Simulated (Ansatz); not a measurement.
Ansatz (an electronic-structure program) input (wB97X-V/def2-TZVP):

Ansatz 0.2 input:
```yaml
crystal:
  periodic: [false, false, false]
  atoms:
    - {symbol: Ag, position_ang: [-0.00000000, -0.00000000, -1.29830898]}
    - {symbol: Ag, position_ang: [0.00000000, 0.00000000, 1.29830898]}
basis:
  gaussian:
    orbitals: def2-TZVP
hamiltonian:
  xc: {name: wB97X-V}
relax: {f_tol: 0.003, max_steps: 100}
```

End of the output:

```
integrals: 0.07 GiB planned
160 factors; integrals over basis functions are off by at most 6.9e-5 eV
mean field: 0.32 GiB planned
mean field -7998.22167842 eV, -293.9292252924 hartree, gradient 2.6e-5 eV, S^2 0.000000; 0 other end points of the search recorded, 0 dependent functions left out
the calculation of the forces begins
reference -7998.22167663 eV, -293.9292252269 hartree; 19, 19 occupied and 61, 61 virtual orbitals, 716 factors
relax step   2: F+E_penalty+E_count = -7998.22167842 eV  Δ(F+E_penalty+E_count) = -2.954e-3 eV  max|allowed force component| = 3.683e-3 eV/Å  Δτ_max = 0.0144 Å  (31 SCF iters, accepted)
these checks for a lower state are left out or cut short: starts, cluster_reference, orbital_swaps, neighbouring_geometries, increment
integrals: 0.04 GiB planned
716 factors; their error is unknown
integrals: 0.07 GiB planned
160 factors; integrals over basis functions are off by at most 6.9e-5 eV
mean field: 0.32 GiB planned
mean field -7998.22167936 eV, -293.9292253272 hartree, gradient 1.6e-5 eV, S^2 0.000000; 0 other end points of the search recorded, 0 dependent functions left out
the calculation of the forces begins
reference -7998.22167758 eV, -293.9292252617 hartree; 19, 19 occupied and 61, 61 virtual orbitals, 716 factors
relax step   3: F+E_penalty+E_count = -7998.22167936 eV  Δ(F+E_penalty+E_count) = -9.470e-7 eV  max|allowed force component| = 2.344e-4 eV/Å  Δτ_max = 0.0003 Å  (22 SCF iters, accepted)
integrals: 0.04 GiB planned
716 factors; their error is unknown
integrals: 0.07 GiB planned
160 factors; integrals over basis functions are off by at most 6.9e-5 eV
mean field: 0.32 GiB planned
mean field evaluation 32: about -7994.6002 eV, gradient 5.6e1 eV
mean field -7998.22167936 eV, -293.9292253272 hartree, gradient 1.6e-5 eV, S^2 0.000000; 1 other end points of the search recorded, 0 dependent functions left out
the calculation of the forces begins
reference -7998.22167758 eV, -293.9292252617 hartree; 19, 19 occupied and 61, 61 virtual orbitals, 716 factors
Total energy: -7998.22167758 eV, -293.9292252617 hartree
Atom 0 at     0.000000    -0.000000    -1.283612 Å, force     0.000000     0.000000    -0.000234 eV/Å
Atom 1 at    -0.000000     0.000000     1.283612 Å, force    -0.000000     0.000000     0.000234 eV/Å
Dipole moment:    -0.000000     0.000000    -0.000000 e Å
```
